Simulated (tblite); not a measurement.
Compound: C6H9BF2Se.
Numbering: `[CH2:1]=[CH:2][Se:3][CH2:4]/[C:5]([CH3:6])=[CH:7]/[B:8]([F:9])[F:10]` (hydrogens: H11, H12 on C1; H13 on C2; H14, H15 on C4; H16, H17, H18 on C6; H19 on C7)

Computed with GFN2-xTB (tblite), gas phase: L-BFGS steps from a force-field or distance-geometry start until the largest atomic force falls under 0.01 eV/Å.

Step 0: E = -851.9047 eV
```
atom  x, y, z in Å  |  force x, y, z in eV/Å
C1      4.0235   -0.0561   -0.4429   -0.949   0.140   0.455
C2      3.1292   -0.6670    0.3290    0.433  -0.195  -0.373
Se3     1.6048    0.2910    1.0291    0.243  -0.188   0.661
C4      0.3936    0.4099   -0.5092    0.157  -0.266  -0.809
C5     -1.0166    0.1075   -0.1347    0.462   0.430  -0.146
C6     -1.4202   -1.2131    0.4439    0.076   0.762   0.633
C7     -1.9080    1.0736   -0.3697   -1.235   0.319   0.444
B8     -3.4142    0.8941   -0.0296   -2.630   0.544  -1.500
F9     -4.2269    2.0775    0.1200    1.508  -2.909  -0.156
F10    -4.1469   -0.3291   -0.3205    1.412   2.942   1.004
H11     3.8497    0.9902   -0.6833    0.309  -0.282  -0.076
H12     4.8808   -0.5520   -0.8453    0.194  -0.059  -0.094
H13     3.2156   -1.7156    0.6379   -0.049   0.470  -0.120
H14     0.7205   -0.2866   -1.2984    0.163   0.034   0.362
H15     0.5135    1.4367   -0.8958   -0.228  -0.360   0.066
H16    -0.6621   -1.5589    1.1699   -0.272  -0.140  -0.654
H17    -1.5971   -1.8712   -0.3998    0.169  -0.398   0.261
H18    -2.3597   -1.0575    1.0005    0.436  -0.368  -0.299
H19    -1.5895    2.0358   -0.7935   -0.199  -0.477   0.340
```

Step 1: E = -852.3473 eV
```
atom  x, y, z in Å  |  force x, y, z in eV/Å
C1      4.0100   -0.0541   -0.4364    0.299   0.095  -0.327
C2      3.1354   -0.6698    0.3237   -0.341  -0.305   0.214
Se3     1.6083    0.2883    1.0385    0.151  -0.194   0.458
C4      0.3958    0.4061   -0.5207    0.043  -0.053  -0.244
C5     -1.0100    0.1137   -0.1368   -0.398   0.768  -0.129
C6     -1.4191   -1.2023    0.4530    0.157   0.379  -0.149
C7     -1.9256    1.0782   -0.3634   -0.514  -0.302   0.451
B8     -3.4518    0.9019   -0.0511   -0.871   0.309  -1.236
F9     -4.2053    2.0359    0.1178    0.577  -1.797  -0.055
F10    -4.1267   -0.2871   -0.3061    0.710   2.034   0.732
H11     3.8542    0.9862   -0.6844    0.204  -0.078  -0.078
H12     4.8836   -0.5529   -0.8466   -0.216   0.161   0.089
H13     3.2149   -1.7088    0.6362   -0.003   0.226  -0.078
H14     0.7228   -0.2861   -1.2932    0.270  -0.204   0.078
H15     0.5103    1.4315   -0.8948   -0.149  -0.216  -0.019
H16    -0.6660   -1.5609    1.1605   -0.054  -0.168  -0.396
H17    -1.5947   -1.8769   -0.3961    0.218  -0.120   0.508
H18    -2.3535   -1.0627    0.9962    0.153  -0.233  -0.090
H19    -1.5923    2.0290   -0.7886   -0.236  -0.301   0.271
```

Step 2: E = -852.4845 eV
```
atom  x, y, z in Å  |  force x, y, z in eV/Å
C1      4.0129   -0.0504   -0.4431   -0.579  -0.564   0.482
C2      3.1281   -0.6799    0.3276    0.352   0.867  -0.557
Se3     1.6142    0.2815    1.0559   -0.032  -0.172   0.147
C4      0.3981    0.4029   -0.5328   -0.241   0.058   0.358
C5     -1.0188    0.1387   -0.1414    0.089  -0.348   0.155
C6     -1.4141   -1.1865    0.4525    0.097   0.160  -0.414
C7     -1.9482    1.0713   -0.3475   -0.335   0.521  -0.135
B8     -3.4933    0.9143   -0.0963    2.909  -0.092  -0.729
F9     -4.1793    1.9657    0.1152   -1.659   1.586   0.459
F10    -4.0973   -0.2097   -0.2786   -1.098  -1.127   0.022
H11     3.8620    0.9822   -0.6871    0.114   0.176  -0.113
H12     4.8785   -0.5486   -0.8446    0.020   0.002  -0.041
H13     3.2146   -1.6994    0.6332    0.050  -0.376   0.090
H14     0.7317   -0.2919   -1.2887    0.255  -0.327  -0.056
H15     0.5045    1.4230   -0.8950    0.009   0.042  -0.139
H16    -0.6693   -1.5666    1.1450    0.167  -0.081  -0.182
H17    -1.5873   -1.8829   -0.3797    0.209  -0.008   0.362
H18    -2.3463   -1.0718    0.9918   -0.016  -0.108   0.047
H19    -1.6004    2.0173   -0.7786   -0.312  -0.212   0.245
```

Q: Estimate the geometry and energy of step 3. (The exact step hangs on the optimiser's Hessian estimate; all steps are aligned on step 2, rigid shifts and turns removed.)

A: E = -852.5962 eV, largest force 0.700 eV/Å
```
atom  x, y, z in Å  |  force x, y, z in eV/Å
C1      4.0077   -0.0557   -0.4383    0.183   0.138  -0.237
C2      3.1320   -0.6712    0.3224   -0.275  -0.104   0.166
Se3     1.6131    0.2809    1.0550   -0.025  -0.145   0.196
C4      0.3957    0.4038   -0.5282   -0.095  -0.030   0.117
C5     -1.0170    0.1326   -0.1395   -0.169   0.125  -0.010
C6     -1.4139   -1.1872    0.4490    0.076   0.138  -0.122
C7     -1.9482    1.0766   -0.3506    0.179   0.044  -0.013
B8     -3.4632    0.9119   -0.0969    0.352   0.293  -0.530
F9     -4.1967    1.9881    0.1195   -0.362  -0.184   0.078
F10    -4.1104   -0.2290   -0.2819   -0.217   0.249   0.247
H11     3.8620    0.9842   -0.6877    0.144  -0.030  -0.066
H12     4.8792   -0.5491   -0.8452   -0.092   0.042   0.023
H13     3.2150   -1.7038    0.6344    0.010   0.035  -0.033
H14     0.7328   -0.2939   -1.2898    0.192  -0.200   0.087
H15     0.5053    1.4245   -0.8961   -0.026  -0.033  -0.096
H16    -0.6674   -1.5666    1.1454    0.100  -0.065  -0.245
H17    -1.5865   -1.8822   -0.3786    0.186  -0.085   0.266
H18    -2.3474   -1.0716    0.9927    0.062  -0.126  -0.018
H19    -1.6021    2.0169   -0.7778   -0.224  -0.062   0.191
```

The energy changes by -0.1117 eV. The first-order estimate −F·Δx gives -0.2253 eV and the mean of the old and new forces, exact on a quadratic surface, -0.1155 eV. The step makes an angle of 17° with the force vector and moves no atom by more than 0.030 Å.

What follows is the cost of the whole relaxation. Hardware: an Arm Neoverse N1 with one thread (shared host). Cost: 2.2 s of wall time.
